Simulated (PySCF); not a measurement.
H3SiCHF2, CH4F2Si.
SMILES with atom numbers: `[F:1][CH:2]([F:3])[SiH3:4]` (hydrogens: H5 on C2; H6, H7, H8 on Si4)

Geometry (GFN2-xTB, Å), atoms numbered from 1 in this order:
```
atom  x, y, z in Å
F1    -1.3878    1.0370   -0.7630
C2    -0.9361    0.0261    0.0330
F3    -1.4352   -1.1247   -0.5019
Si4    1.0010   -0.0149    0.0435
H5    -1.4215    0.1548    1.0111
H6     1.3583   -1.1490    0.8911
H7     1.4123    1.2694    0.6036
H8     1.4180   -0.1893   -1.3420
```

Theory: TDDFT B3LYP/def2-SVPD, vertical, gas phase, core orbitals frozen in the response in PySCF 2.14.0, density-fitted response routines.

Kohn–Sham orbitals with the atoms that hold most of them (Löwdin shares over 4%, at most four atoms; ? is withheld):

```tsv
orbital	ε (eV)	atoms
LUMO+2	0.56	Si4 44%, H7 11%, H6 11%, C2 10%
LUMO+1	0.40	Si4 57%, H8 13%, H7 11%, H6 11%
LUMO	-0.14	?
HOMO	-8.53	C2 27%, F1 20%, F3 20%, Si4 18%
HOMO-1	-10.21	Si4 40%, H6 26%, H7 22%, F1 4%
HOMO-2	-10.22	Si4 41%, H8 32%, H7 12%, H6 8%
HOMO-3	-11.24	F3 33%, F1 33%, C2 17%, H5 8%
```

Q: Which atoms hold the LUMO, and with what shares?

A: Si4 (bonded to C and 3 H) 40%; C2 (bonded to 2 F, Si and H) 14%; H7 (bonded to Si) 12%; H6 (bonded to Si) 12%. By element: silicon 40%, hydrogen 24% or more, carbon 14%.

Q: How does S1 compare with the orbital gap of 8.38 eV?

A: S1 is at 7.47 eV (f = 0.053), 0.92 eV below the gap, made of HOMO→LUMO (95%). 

Q: One configuration dominates each of S1 and S4. Which, and how do the shares of the two leading atoms of either orbital change from the occupied to the empty one?

A: 
- S1 (7.47 eV, f 0.053), HOMO→LUMO (95%): C2 27% → 14%, F1 20% → at most 12%, Si4 18% → 40%
- S4 (8.27 eV, f 0.163), HOMO→LUMO+1 (82%): C2 27% → at most 10%, F1 20% → at most 10%, Si4 18% → 57%, H8 at most 16% → 13%

Löwdin shares depend on the basis, the more so with diffuse functions.

Time: 6.9 s of wall time. Hardware: x86-64 server, one thread, no GPU, on a shared host.
